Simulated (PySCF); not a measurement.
## Bonding in `[AsH3+][GaH2-][CH]1CC1`

Compound: C3H10AsGa.
Atom-mapped SMILES: `[AsH3+:1][GaH2-:2][CH:3]1[CH2:4][CH2:5]1` (hydrogens: H6, H7, H8 on As1; H9, H10 on Ga2; H11 on C3; H12, H13 on C4; H14, H15 on C5)

Geometry (PBE0-D3(BJ)/def2-SVP, Å), atoms numbered from 1 in this order:
```xyz
15
C3H10AsGa angstrom
As     2.3509    0.1342    0.6093
Ga     0.5179    0.9387   -1.1431
C     -0.7538   -0.4843   -0.6460
C     -1.3486   -0.5349    0.7443
C     -2.2064   -0.1363   -0.4100
H      3.6879    0.7979    0.8634
H      2.8716   -1.2831    0.5188
H      1.9084    0.0692    2.0534
H      1.3879    0.8339   -2.4540
H      0.2493    2.3486   -0.4761
H     -0.5974   -1.4667   -1.1072
H     -1.5233   -1.5160    1.1973
H     -1.0662    0.2387    1.4677
H     -2.9672   -0.8440   -0.7530
H     -2.5150    0.9116   -0.4869
```

Bond orders from the PBE0/pcSseg-1 density (PySCF). Geometry: PBE0-D3(BJ)/def2-SVP, one conformer, isolated molecule. The calculation is non-relativistic, for gallium and arsenic too.

(1) How far do the computed orders between heavy atoms stray from the drawn ones?

(2) Set the Mayer orders of the bonds beside their lengths.

## Answers

(1) The largest departure is 0.753, at As1–Ga2 (drawn single, 0.247). Drawn single, order below 0.88: As1–Ga2 (0.247) and Ga2–C3 (0.755). The SMILES, with its formal charges, is one Lewis structure only.

(2) 
```
   bond  drawn as  length (Å)  Mayer order
As1–Ga2    single       2.660        0.247
 Ga2–C3    single       1.972        0.755
  C3–C4    single       1.513        0.935
  C4–C5    single       1.492        0.985
  C5–C3    single       1.512        0.946
 As1–H6    single       1.514        0.944
 As1–H7    single       1.513        0.948
 As1–H8    single       1.512        0.950
 Ga2–H9    single       1.577        0.948
Ga2–H10    single       1.583        0.955
 C3–H11    single       1.096        0.950
 C4–H12    single       1.095        0.956
 C4–H13    single       1.096        0.953
 C5–H14    single       1.094        0.956
 C5–H15    single       1.095        0.956
```

By pair of heavy elements: C–C: lowest C3–C4 (0.935, 1.513 Å), highest C4–C5 (0.985, 1.492 Å).

Q: Sum the orders of all bonds at each heavy atom with more than one neighbour and set the sums beside the valence in the SMILES.

A: As1 3.089 (drawn 4), Ga2 2.905 (drawn 4), C3 3.586 (drawn 4), C4 3.829 (drawn 4), C5 3.843 (drawn 4). Orders between atoms that aren't bonded are not in these sums.

Mayer orders depend on the basis set.

The run behind these numbers computed NMR shieldings as well. Time: 30 s of wall time. Hardware: an x86-64 server with one thread, no GPU, on a shared host.
